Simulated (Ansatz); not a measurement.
Molecule: tribromo(fluoro)silane, sum formula SiBr3F, charge 0, multiplicity 1. 
Geometry from a B3LYP-D3(BJ)/def2-TZVP (Ansatz, a quantum-chemistry and plane-wave program) optimisation:
SMILES: F[Si](Br)(Br)Br
```xyz
5

Si     0.0142     0.0186     0.4443
F      0.0649     0.0847     2.0267
Br     1.9353    -0.7822    -0.2629
Br    -1.6458    -1.3045    -0.1264
Br    -0.3119     2.0575    -0.3096
```

Basis-set convergence of Hartree-Fock and CCSD(T) correlation energies (hartree) with Ansatz. Valence correlation only, unless marked. No spin-orbit coupling. The frozen core is the preceding noble-gas configuration, with the filled d and f shells of earlier blocks. Non-relativistic.

```
basis        functions        E(HF)  E(corr, CCSD(T))
-----------  ---------  -----------  ----------------
def2-SVPD          170  -8104.72384          -0.71259
def2-TZVPPD        259          ___               ___
```

**Question.** Some entries are withheld; supply them.

**Answer.** 
- def2-TZVPPD, E(HF): -8105.89926
- def2-TZVPPD, E(corr, CCSD(T)): -0.91822
